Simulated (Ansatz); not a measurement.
System: NH₃, charge 1, multiplicity 2. 
Coordinates optimised at B3LYP-D3(BJ)/def2-TZVP (Ansatz, an electronic-structure program):
```
N
H 1 1.0255
H 1 1.0255 2 120.00
H 1 1.0255 2 120.00 3 -180.00
```
Charge +1, spin multiplicity 2.

Basis-set convergence of Hartree-Fock and CCSD correlation energies (hartree) with Ansatz. Cores are frozen in the correlated levels unless marked. Open shells are spin-unrestricted. Spin-orbit coupling is left out. Non-relativistic.

```json
[
 {"basis": "cc-pVDZ", "functions": "29", "E(HF)": "-55.88523", "E(corr, CCSD)": "-0.16260"},
 {"basis": "cc-pVTZ", "functions": "72", "E(HF)": "-55.90310", "E(corr, CCSD)": "-0.19762"},
 {"basis": "cc-pVQZ", "functions": "145", "E(HF)": "-55.90687", "E(corr, CCSD)": "-0.20823"}
]
```

Extrapolating the two largest sets (X = 3 and 4) as X^-3: E(corr) = (64·(-0.20823) - 27·(-0.19762))/37 = -0.2160 Eh, an estimate of the basis-set limit. The largest set recovers 96.4 % of it, the smallest 75.3 %.
